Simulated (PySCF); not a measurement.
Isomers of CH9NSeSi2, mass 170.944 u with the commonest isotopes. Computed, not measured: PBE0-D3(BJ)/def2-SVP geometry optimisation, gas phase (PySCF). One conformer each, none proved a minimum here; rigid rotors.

Question: Order these by out-of-plane moment Σ m c² = (Ia + Ib − Ic)/2, smallest first.
A. `[NH2:1][CH2:2][SiH2:3][Se:4][SiH3:5]` with H–N1–C2–Si3 -58° and 61°, N1–C2–Si3–Se4 -52°, C2–Si3–Se4–Si5 -142°
B. `[CH3:1][NH:2][SiH2:3][Se:4][SiH3:5]` with C1–N2–Si3–Se4 152°, N2–Si3–Se4–Si5 136°
C. `[CH3:1][Si@@H:2]([NH2:3])[Se:4][SiH3:5]` with C1–Si2–N3–H -27° and -177°, C1–Si2–Se4–Si5 -80°

Answer: A (18.67 u·Å²), B (20.53 u·Å²), C (64.09 u·Å²).

Question: Order these by rotational constant A, smallest first.
A. `[NH2:1][CH2:2][SiH2:3][Se:4][SiH3:5]` with H–N1–C2–Si3 -58° and 61°, N1–C2–Si3–Se4 -52°, C2–Si3–Se4–Si5 -142°
B. `[CH3:1][Si@@H:2]([NH2:3])[Se:4][SiH3:5]` with C1–Si2–N3–H -27° and -177°, C1–Si2–Se4–Si5 -80°
C. `[CH3:1][NH:2][SiH2:3][Se:4][SiH3:5]` with C1–N2–Si3–Se4 152°, N2–Si3–Se4–Si5 136°

Answer: B (2406 MHz), A (3960 MHz), C (4464 MHz).

Question: Order these by dipole moment, smallest first.
A. `[CH3:1][Si@@H:2]([NH2:3])[Se:4][SiH3:5]` with C1–Si2–N3–H -27° and -177°, C1–Si2–Se4–Si5 -80°
B. `[CH3:1][NH:2][SiH2:3][Se:4][SiH3:5]` with C1–N2–Si3–Se4 152°, N2–Si3–Se4–Si5 136°
C. `[NH2:1][CH2:2][SiH2:3][Se:4][SiH3:5]` with H–N1–C2–Si3 -58° and 61°, N1–C2–Si3–Se4 -52°, C2–Si3–Se4–Si5 -142°

Answer: C (1.04 D), B (1.84 D), A (2.90 D).

```tsv
SMILES	point group	Ia (u·Å²)	Ib (u·Å²)	Ic (u·Å²)	κ	μa (D)	μb (D)	μc (D)
C[Si@@H](N)[Se][SiH3]	C1	210.02	362.00	443.83	-0.59	2.36	1.63	0.37
NC[SiH2][Se][SiH3]	C1	127.61	489.53	579.79	-0.90	0.08	1.00	0.30
CN[SiH2][Se][SiH3]	C1	113.22	568.22	640.40	-0.95	1.50	0.74	0.76
```
